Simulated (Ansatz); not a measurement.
Ideal-gas functions of B₃F₂H₃, SMILES `BB(F)BF` at 400 K and 1 bar, from an Ansatz frequency run at PBE0-D4/def2-TZVP.

Molar mass 73.46 g/mol, point group C1 (symmetry number 1), electronic degeneracy 1, moments of inertia 68.865, 160.802, 208.421 u Å². Harmonic wavenumbers (cm⁻¹, unscaled): 64, 147, 192, 258, 295, 389, 596, 725, 798, 910, 1000, 1106, 1164, 1277, 1341, 2558, 2576, 2646.

Use S(trans) = R[1.5 ln M + 2.5 ln T − 1.1517]; rotational temperatures θ = 24.2544 K / I; S(rot) = R[ln(√π/σ · √(T³/θAθBθC)) + 1.5]; for each mode x = 1.438777 ν̃/T, S = R[x/(eˣ − 1) − ln(1 − e⁻ˣ)] and H = RT x/(eˣ − 1); 1 cm⁻¹ = 0.0119627 kJ/mol; R = 8.31446 J/(mol·K).

Task: By hand: the entropy, in J/(mol·K).

Result: Translation 168.6. Rotation: θ = 0.3522, 0.1508, 0.1164 K, giving 113.1. Vibration, mode by mode: 20.54, 13.71, 11.56, 9.23, 8.20, 6.17, 3.40, 2.36, 1.92, 1.39, 1.07, 0.79, 0.66, 0.47, 0.39, 0.01, 0.01, 0.01, in all 81.9. Electronic 0.0. Sum 363.6 J/(mol·K).

Task: By hand: H − E and G − E in kJ/mol, counted from the electronic energy.

Result: Zero-point energy ½ × 18042 × 0.0119627 = 107.9; thermal vibration 16.9; translation, rotation and pV give 4 RT = 13.3. H − E = 138.1 kJ/mol, and G − E = 138.1 − 400 × 363.6/1000 = -7.3 kJ/mol.

Vibration gives 23 % of the entropy, 34.3 J/(mol·K) of it from the modes under 150 cm⁻¹: soft modes count most, and the harmonic formula is weakest for them. The sum counts one conformer and one mirror image; others add a mixing term.
